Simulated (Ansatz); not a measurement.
Molecule: C5H7NSi (charge 0, singlet). 
Structure (B3LYP-D3(BJ)/def2-TZVP (Ansatz, a first-principles code) minimum search):
SMILES: [SiH3]c1ccncc1
```xyz
14

Si     2.3272    -0.1405     0.0576
C      0.4550    -0.0234     0.0252
C     -0.1995     1.1549    -0.3397
C     -1.5883     1.1855    -0.3748
N     -2.3544     0.1377    -0.0733
C     -1.7359    -0.9888     0.2789
C     -0.3537    -1.1165     0.3431
H      2.8419    -0.5555    -1.2690
H      2.7405    -1.1456     1.0633
H      2.8986     1.1832     0.3951
H      0.3579     2.0490    -0.5917
H     -2.1086     2.0952    -0.6558
H     -2.3752    -1.8305     0.5244
H      0.0789    -2.0629     0.6442
```
Charge 0, spin multiplicity 1.

Basis-set convergence of Hartree-Fock and CCSD correlation energies (hartree) with Ansatz. Correlated levels leave the core frozen unless marked. No spin-orbit coupling. No relativistic terms.

The Hartree-Fock reference is unstable (checked in the largest basis), which strains HF and MP2. 

```json
[
 {"basis": "cc-pV(D+d)Z", "functions": "142", "E(HF)": "-536.81323", "E(corr, CCSD)": "-0.96033"},
 {"basis": "cc-pV(T+d)Z", "functions": "317", "E(HF)": "-536.88655", "E(corr, CCSD)": "-1.14243"},
 {"basis": "cc-pV(Q+d)Z", "functions": "604", "E(HF)": "-536.90587", "E(corr, CCSD)": "-1.20060"}
]
```

Extrapolating the two largest sets (X = 3 and 4) as X^-3: E(corr) = (64·(-1.20060) - 27·(-1.14243))/37 = -1.2430 Eh, an estimate of the basis-set limit. The largest set recovers 96.6 % of it, the smallest 77.3 %.
